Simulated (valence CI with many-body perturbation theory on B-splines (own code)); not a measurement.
# Energy levels of Lu66+

Calculated by valence CI with perturbative core correlation (CI+MBPT): three valence electrons over a frozen Dirac-Fock core [He], a basis of 11 s, 11 p, 9 d, 7 f, 5 g, 2 h, 1 i functions for each j, with the one-electron correlation potential Σ1, the two-electron term Σ2, the three-electron term Σ3, Breit, model QED; selected CI, second order for the rest (own B-spline code, finite nucleus).

The last digits are not significant, and no measured levels were compared; by estimate large intervals hold to a few tenths of a per cent, small ones and those within an open d or f shell to about a per cent.

Levels 46 to 90 of 102, with energies above the lowest level, (2s^2 2p1/2) J=1/2. "Leading %" is the weight of the configuration and term that name the level; weights of strongly mixed levels are sums over their largest components and can fall short. In the jj column 3d3/2^4 stands for four electrons in 3d with j = 3/2. Lifetimes count E1, E2, E3, M1 and M2 decay at the calculated energies, and are blank where another channel may lead or the interval is too uncertain; long ones can be off by a factor of two.

```csv
No.,Configuration,Term,J,E (eV),Leading %,Second component,g,Lifetime,Leading jj
46,2s 2p 3p,4P,3/2,11128,46,26 % 2s 2p 3p 4S,1.623,6.87 fs,2s 2p3/2 3p1/2 (100 %)
47,2s 2p 3s,2P°,1/2,11129,90,10 % 2s 2p 3s 4P°,0.825,3.21 fs,2s 2p3/2 3s (100 %)
48,2s 2p 3p,2D,5/2,11130,44,37 % 2s 2p 3p 4D,1.306,2.68 fs,2s 2p3/2 3p1/2 (100 %)
49,2s 2p 3s,2P°,3/2,11135,82,17 % 2s 2p 3s 4P°,1.376,6.55 fs,2s 2p3/2 3s (99 %)
50,2s 2p 3p,2P,1/2,11213,48,22 % 2s 2p 3p 2S,1.255,2.70 fs,2s 2p3/2 3p1/2 (99 %)
51,2s 2p 3p,2D,3/2,11214,61,20 % 2s 2p 3p 2P,0.967,4.03 fs,2s 2p3/2 3p1/2 (99 %)
52,2p2 3s,4P,3/2,11306,86,12 % 2p2 3s 2P,1.647,7.58 fs,2p1/2 2p3/2 3s (99 %)
53,2p2 3s,2P,1/2,11316,65,32 % 2p2 3s 4P,1.292,3.77 fs,2p1/2 2p3/2 3s (98 %)
54,2p2 3s,2D,5/2,11324,64,34 % 2p2 3s 4P,1.308,6.90 fs,2p1/2 2p3/2 3s (98 %)
55,2p2 3s,2D,3/2,11332,64,33 % 2p2 3s 2P,0.960,3.98 fs,2p1/2 2p3/2 3s (99 %)
56,2p2 3p,4P°,1/2,11369,49,28 % 2p2 3p 4D°,1.732,1.44 fs,2p1/2 2p3/2 3p1/2 (99 %)
57,2p2 3p,4D°,3/2,11375,55,22 % 2p2 3p 2D°,1.126,1.42 fs,2p1/2 2p3/2 3p1/2 (99 %)
58,2p2 3p,2F°,5/2,11388,49,30 % 2p2 3p 2D°,1.043,1.42 fs,2p1/2 2p3/2 3p1/2 (99 %)
59,2p2 3p,2P°,3/2,11432,43,25 % 2p2 3p 2D°,1.305,1.71 fs,2p1/2 2p3/2 3p1/2 (99 %)
60,2s 2p 3p,4D,7/2,11465,100,,1.402,290 fs,2s 2p3/2 3p3/2 (100 %)
61,2s 2p 3p,2P,3/2,11476,54,32 % 2s 2p 3p 4S,1.478,3.10 fs,2s 2p3/2 3p3/2 (99 %)
62,2s 2p 3p,4P,5/2,11495,52,43 % 2s 2p 3p 2D,1.389,3.31 fs,2s 2p3/2 3p3/2 (99 %)
63,2s 2p 3p,2S,1/2,11500,48,38 % 2s 2p 3p 2P,1.366,1.77 fs,2s 2p3/2 3p3/2 (98 %)
64,2s 2p 3d,4D°,5/2,11534,45,22 % 2s 2p 3d 4F°,1.218,729 as,2s 2p3/2 3d3/2 (99 %)
65,2s 2p 3d,4D°,3/2,11540,42,40 % 2s 2p 3d 4P°,1.317,674 as,2s 2p3/2 3d3/2 (99 %)
66,2s 2p 3d,4F°,7/2,11542,46,38 % 2s 2p 3d 2F°,1.205,772 as,2s 2p3/2 3d3/2 (96 %)
67,2s 2p 3d,4P°,1/2,11545,83,15 % 2s 2p 3d 4D°,2.171,765 as,2s 2p3/2 3d3/2 (99 %)
68,2s 2p 3p,2D,5/2,11559,73,16 % 2s 2p 3p 4D,1.252,4.01 fs,2s 2p3/2 3p3/2 (99 %)
69,2s 2p 3p,2P,3/2,11577,58,29 % 2s 2p 3p 2D,1.220,4.36 fs,2s 2p3/2 3p3/2 (99 %)
70,2s 2p 3p,2S,1/2,11581,60,20 % 2s 2p 3p 2P,1.721,60.1 fs,2s 2p3/2 3p3/2 (100 %)
71,2s 2p 3d,4F°,9/2,11612,100,,1.310,7.44 ps,2s 2p3/2 3d5/2 (100 %)
72,2s 2p 3d,2D°,3/2,11616,61,20 % 2s 2p 3d 4P°,0.942,803 as,2s 2p3/2 3d3/2 (79 %)
73,2s 2p 3d,2F°,5/2,11625,65,21 % 2s 2p 3d 2D°,0.932,820 as,2s 2p3/2 3d3/2 (96 %)
74,2s 2p 3d,2P°,1/2,11634,68,26 % 2s 2p 3d 4D°,0.602,606 as,2s 2p3/2 3d3/2 (95 %)
75,2s 2p 3d,2D°,5/2,11637,36,34 % 2s 2p 3d 4P°,1.299,770 as,2s 2p3/2 3d5/2 (96 %)
76,2s 2p 3d,4D°,7/2,11644,48,47 % 2s 2p 3d 2F°,1.262,535 as,2s 2p3/2 3d5/2 (96 %)
77,2s 2p 3d,2P°,3/2,11657,45,43 % 2s 2p 3d 2D°,1.122,711 as,2s 2p3/2 3d5/2 (78 %)
78,2s 2p 3d,2P°,1/2,11669,88,5 % 2s 2p 3d 4P°,0.763,755 as,2s 2p3/2 3d5/2 (93 %)
79,2s 2p 3d,2F°,7/2,11709,67,13 % 2s 2p 3d 4D°,1.177,2.09 fs,2s 2p3/2 3d5/2 (93 %)
80,2s 2p 3d,2D°,5/2,11724,40,21 % 2p2 3p 4D°,1.232,745 as,2s 2p3/2 3d5/2 (63 %)
81,2s 2p 3d,2P°,3/2,11730,69,13 % 2s 2p 3d 2D°,1.267,764 as,2s 2p3/2 3d5/2 (94 %)
82,2p2 3p,4D°,5/2,11732,30,26 % 2p2 3p 4P°,1.318,1.03 fs,2p1/2 2p3/2 3p3/2 (66 %)
83,2p2 3p,2P°,1/2,11735,36,30 % 2p2 3p 4P°,1.561,2.44 fs,2p1/2 2p3/2 3p3/2 (98 %)
84,2p2 3p,2D°,3/2,11742,49,19 % 2p2 3p 4P°,1.123,2.23 fs,2p1/2 2p3/2 3p3/2 (93 %)
85,2p2 3p,2F°,7/2,11749,60,33 % 2p2 3p 4D°,1.212,2.90 fs,2p1/2 2p3/2 3p3/2 (92 %)
86,2p2 3p,4S°,3/2,11764,32,30 % 2p2 3p 2P°,1.409,2.49 fs,2p1/2 2p3/2 3p3/2 (100 %)
87,2p2 3p,2D°,5/2,11776,64,15 % 2p2 3p 2F°,1.169,2.27 fs,2p1/2 2p3/2 3p3/2 (96 %)
88,2p2 3d,4F,3/2,11786,43,26 % 2p2 3d 2P,0.920,2.22 fs,2p1/2 2p3/2 3d3/2 (100 %)
89,2p2 3d,4F,5/2,11787,53,39 % 2p2 3d 2F,0.955,5.79 fs,2p1/2 2p3/2 3d3/2 (99 %)
90,2p2 3d,4D,1/2,11792,79,15 % 2p2 3d 2P,0.244,4.13 fs,2p1/2 2p3/2 3d3/2 (100 %)
```
